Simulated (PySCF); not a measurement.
# Spin–spin coupling constants

Molfile (atoms numbered from 1):
```
C4H12As
     RDKit          3D

 17 16  0  0  0  0  0  0  0  0999 V2000
   -0.2456   -1.1315   -1.5186 C   0  0  0  0  0  0  0  0  0  0  0  0
    0.0008    0.0017   -0.0000 As  0  0  0  0  0  4  0  0  0  0  0  0
   -0.0483    1.8278   -0.5597 C   0  0  0  0  0  0  0  0  0  0  0  0
   -1.3977   -0.3158    1.2631 C   0  0  0  0  0  0  0  0  0  0  0  0
    1.6894   -0.3746    0.8114 C   0  0  0  0  0  0  0  0  0  0  0  0
   -1.2484   -0.9671   -1.9370 H   0  0  0  0  0  0  0  0  0  0  0  0
   -0.1432   -2.1820   -1.2126 H   0  0  0  0  0  0  0  0  0  0  0  0
    0.5127   -0.8941   -2.2777 H   0  0  0  0  0  0  0  0  0  0  0  0
    0.1523    2.4799    0.3017 H   0  0  0  0  0  0  0  0  0  0  0  0
   -1.0418    2.0564   -0.9700 H   0  0  0  0  0  0  0  0  0  0  0  0
    0.7153    1.9938   -1.3324 H   0  0  0  0  0  0  0  0  0  0  0  0
   -2.3697   -0.1354    0.7833 H   0  0  0  0  0  0  0  0  0  0  0  0
   -1.3464   -1.3574    1.6097 H   0  0  0  0  0  0  0  0  0  0  0  0
   -1.2788    0.3627    2.1194 H   0  0  0  0  0  0  0  0  0  0  0  0
    1.6836   -1.4008    1.2043 H   0  0  0  0  0  0  0  0  0  0  0  0
    2.4865   -0.2725    0.0618 H   0  0  0  0  0  0  0  0  0  0  0  0
    1.8654    0.3330    1.6336 H   0  0  0  0  0  0  0  0  0  0  0  0
  1  2  1  0
  2  3  1  0
  2  4  1  0
  2  5  1  0
  1  6  1  0
  1  7  1  0
  1  8  1  0
  3  9  1  0
  3 10  1  0
  3 11  1  0
  4 12  1  0
  4 13  1  0
  4 14  1  0
  5 15  1  0
  5 16  1  0
  5 17  1  0
M  CHG  1   2   1
M  END
```

Couplings: B3LYP/pcJ-1 (pcSseg-1 on As) (without the spin–dipole term) in PySCF 2.14.0 with density-fitted response routines, geometry PBE0-D3(BJ)/def2-SVP; gas phase, one conformer, non-relativistic. Couplings are averaged over pairs made equivalent by symmetry, fast rotation or ring inversion, so a value needn't be that of the named pair in this geometry, while other rotamers aren't included; one pair stands for each set, and the list holds those of at least 0.8 Hz over up to four bonds.

Isotopes: $^{13}$C, $^{1}$H.

| pair | bonds | J (Hz) |
| --- | --- | --- |
| C1, H6 | 1 | ? |
| C1, C3 | 2 | ? |
| H6, H7 | 2 | -14.4 |
| C1, H9 | 3 | 2.1 |

Problem. Estimate the withheld couplings, with signs.

Solution. 
- $^{1}J$(C1,H6) = 149.1 Hz (bond length 1.099 Å, sp3 carbon)
- $^{2}J$(C1,C3) = 1.3 Hz

Relativistic effects of the heavier atoms present are left out.
